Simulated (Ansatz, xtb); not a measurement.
Molecule: TeBr$_{2}$ (charge -1, doublet). SMILES of the parent species: Br[Te]Br
Coordinates optimised at B3LYP-D3(BJ)/def2-TZVP (Ansatz, a first-principles code):
```xyz
3

Te     0.0062     0.0039     0.1117
Br     1.2611    -2.4623    -0.0675
Br    -1.2703     2.4565    -0.0984
```
Charge -1, spin multiplicity 2.

Harmonic wavenumbers from GFN2-xTB (xtb, at its own minimum), cm⁻¹: 23, 156, 162.

Task: Give the harmonic wavenumbers at B3LYP-D3(BJ)/def2-TZVP (Ansatz, finite differences of forces, unscaled).

Result: 14, 147, 156 cm⁻¹. Zero-point energy 0.5 kcal/mol.
